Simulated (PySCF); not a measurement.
dimethyl thioether (C2H6S), singlet, at a GFN2-xTB geometry; CCSD/3-21G (PySCF).

Input for PySCF:
```python
from pyscf import gto, scf, cc

mol = gto.M(
    atom='''
C    -0.007850    1.377404   -0.513607
S     0.002549   -0.002333    0.664816
C     0.003874   -1.373765   -0.523307
H    -0.009534    2.291986    0.069400
H     0.883687    1.332437   -1.133295
H    -0.903678    1.324796   -1.126468
H     0.010004   -2.292417    0.053236
H    -0.892387   -1.324474   -1.135809
H     0.894977   -1.316832   -1.142635
''',
    basis='3-21g',
    charge=0,
    spin=0,
    verbose=4,
)

mf = scf.RHF(mol)
mf.kernel()

mycc = cc.CCSD(mf)
mycc.kernel()
print('E(CCSD) = %.10f' % mycc.e_tot)
```

The log (banner, timings and long lists left out):

```
PySCF version 2.14.0

[INPUT] verbose = 4
[INPUT] num. atoms = 9
[INPUT] num. electrons = 34
[INPUT] charge = 0
[INPUT] spin (= nelec alpha-beta = 2S) = 0
[INPUT] symmetry False subgroup None
[INPUT] Mole.unit = angstrom
[INPUT] Symbol           X                Y                Z      unit          X                Y                Z       unit  Magmom
[INPUT]  1 C     -0.007850000000   1.377404000000  -0.513607000000 AA   -0.014834350078   2.602916322880  -0.970576565659 Bohr   0.0
[INPUT]  2 S      0.002549000000  -0.002333000000   0.664816000000 AA    0.004816911892  -0.004408731049   1.256320163229 Bohr   0.0
[INPUT]  3 C      0.003874000000  -1.373765000000  -0.523307000000 AA    0.007320799007  -2.596039609513  -0.988906909068 Bohr   0.0
[INPUT]  4 H     -0.009534000000   2.291986000000   0.069400000000 AA   -0.018016648872   4.331225821337   0.131146993045 Bohr   0.0
[INPUT]  5 H      0.883687000000   1.332437000000  -1.133295000000 AA    1.669926409839   2.517941008237  -2.141617168339 Bohr   0.0
[INPUT]  6 H     -0.903678000000   1.324796000000  -1.126468000000 AA   -1.707703924795   2.503501610919  -2.128716008087 Bohr   0.0
[INPUT]  7 H      0.010004000000  -2.292417000000   0.053236000000 AA    0.018904820150  -4.332040293297   0.100601459967 Bohr   0.0
[INPUT]  8 H     -0.892387000000  -1.324474000000  -1.135809000000 AA   -1.686367027122  -2.502893119107  -2.146367939816 Bohr   0.0
[INPUT]  9 H      0.894977000000  -1.316832000000  -1.142635000000 AA    1.691261417785  -2.488451832063  -2.159267210342 Bohr   0.0

nuclear repulsion = 110.920624746091
number of shells = 29
number of NR pGTOs = 75
number of NR cGTOs = 43
basis = 3-21g
ecp = {}

******** <class 'pyscf.scf.hf.RHF'> ********
method = RHF
initial guess = minao
damping factor = 0
level_shift factor = 0
DIIS = <class 'pyscf.scf.diis.CDIIS'>
diis_start_cycle = 1
diis_space = 8
diis_damp = 0
SCF conv_tol = 1e-09
SCF conv_tol_grad = None
SCF max_cycles = 50
direct_scf = True
direct_scf_tol = 1e-13
Set gradient conv threshold to 3.16228e-05
Initial guess from minao.
init E= -474.266196454498
  HOMO = -0.250791262798294  LUMO = 0.104570340479757  gap/eV = 9.66988
cycle= 1 E= -474.309986841785  delta_E= -0.0438  |g|= 0.301  |ddm|= 2.57
  HOMO = -0.323339347109556  LUMO = 0.203862284246761  gap/eV = 14.34589
cycle= 2 E= -474.340225952197  delta_E= -0.0302  |g|= 0.135  |ddm|= 0.609
  HOMO = -0.337704153634102  LUMO = 0.212684719805233  gap/eV = 14.97684
cycle= 3 E= -474.34446871349  delta_E= -0.00424  |g|= 0.0221  |ddm|= 0.122
  HOMO = -0.338155090063906  LUMO = 0.214000775128189  gap/eV = 15.02493
cycle= 4 E= -474.344721058022  delta_E= -0.000252  |g|= 0.00318  |ddm|= 0.0518
  HOMO = -0.338585408901279  LUMO = 0.213959833672357  gap/eV = 15.03552
cycle= 5 E= -474.344728794269  delta_E= -7.74e-06  |g|= 0.000623  |ddm|= 0.011
  HOMO = -0.338744038038363  LUMO = 0.213946849984397  gap/eV = 15.03949
cycle= 6 E= -474.344729077981  delta_E= -2.84e-07  |g|= 0.000106  |ddm|= 0.00214
  HOMO = -0.33875801240537  LUMO = 0.213947594880242  gap/eV = 15.03989
cycle= 7 E= -474.34472908666  delta_E= -8.68e-09  |g|= 1.24e-05  |ddm|= 0.00035
  HOMO = -0.338764307872335  LUMO = 0.213943318960458  gap/eV = 15.03994
cycle= 8 E= -474.344729086749  delta_E= -8.96e-11  |g|= 3.09e-06  |ddm|= 3.1e-05
  HOMO = -0.338762998280759  LUMO = 0.213944265886083  gap/eV = 15.03993
Extra cycle  E= -474.344729086754  delta_E= -5e-12  |g|= 1.06e-06  |ddm|= 7.72e-06
converged SCF energy = -474.344729086754

******** <class 'pyscf.cc.ccsd.CCSD'> ********
CC2 = 0
CCSD nocc = 17, nmo = 43
max_cycle = 50
direct = 0
conv_tol = 1e-07
conv_tol_normt = 1e-05
diis_space = 6
diis_start_cycle = 0
diis_start_energy_diff = 1e+09
Init t2, MP2 energy = -474.595346251694  E_corr(MP2) -0.250617164940014
Init E_corr(CCSD) = -0.250617164940502
cycle = 1  E_corr(CCSD) = -0.274102751082712  dE = -0.0234855861  norm(t1,t2) = 0.0457733
cycle = 2  E_corr(CCSD) = -0.28254369828517  dE = -0.0084409472  norm(t1,t2) = 0.0161041
cycle = 3  E_corr(CCSD) = -0.286561871708433  dE = -0.00401817342  norm(t1,t2) = 0.00678582
cycle = 4  E_corr(CCSD) = -0.286896303125743  dE = -0.000334431417  norm(t1,t2) = 0.00122328
cycle = 5  E_corr(CCSD) = -0.286845386685354  dE = 5.09164404e-05  norm(t1,t2) = 0.000432006
cycle = 6  E_corr(CCSD) = -0.286848168177099  dE = -2.78149174e-06  norm(t1,t2) = 8.60935e-05
cycle = 7  E_corr(CCSD) = -0.286850150699761  dE = -1.98252266e-06  norm(t1,t2) = 2.65624e-05
cycle = 8  E_corr(CCSD) = -0.286850114338211  dE = 3.63615502e-08  norm(t1,t2) = 8.02285e-06
CCSD converged
E(CCSD) = -474.6315792010923  E_corr = -0.2868501143382105
E(CCSD) = -474.6315792011
```
